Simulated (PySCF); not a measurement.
## Highest orbital energy against ionisation energy along group 14

Calculated with PySCF 2.14, no spin-orbit coupling. Each cell gives −ε(HOMO) / ΔSCF in eV; NIST values include spin-orbit coupling, (s) semi-empirical, (t) theoretical.

```tsv
species	UHF	LDA	PBE	PBE0	r2SCAN	NIST (lowest levels)
C⁺ (aug-cc-pVQZ-DK, spin-free X2C)	24.873 / 24.166	17.803 / 24.767	17.950 / 24.849	19.790 / 24.831	18.647 / 25.002	24.383
Si⁺ (aug-cc-pVQZ-DK, spin-free X2C)	16.205 / 15.832	12.066 / 16.356	12.189 / 16.400	13.331 / 16.425	12.564 / 16.526	16.346
Ge⁺ (aug-cc-pVQZ-DK, spin-free X2C)	15.579 / 15.255	11.700 / 15.890	11.694 / 15.764	12.816 / 15.799	12.080 / 15.970	15.935
Sn⁺ (aug-cc-pVQZ-DK3, spin-free X2C)	14.037 / 13.747	10.696 / 14.405	10.627 / 14.218	11.631 / 14.258	10.955 / 14.372	14.633
```

Question: How far is −ε(HOMO) from ΔSCF on average for each method, and why?

Answer: UHF 0.42 eV; LDA -4.79 eV; PBE -4.69 eV; PBE0 -3.44 eV; r2SCAN -4.41 eV. Hartree-Fock orbital energies lack relaxation and so exceed the ΔSCF value; semilocal functionals have convex E(N) from self-interaction, so their HOMO lies far too high; exact exchange moves hybrids part of the way back.
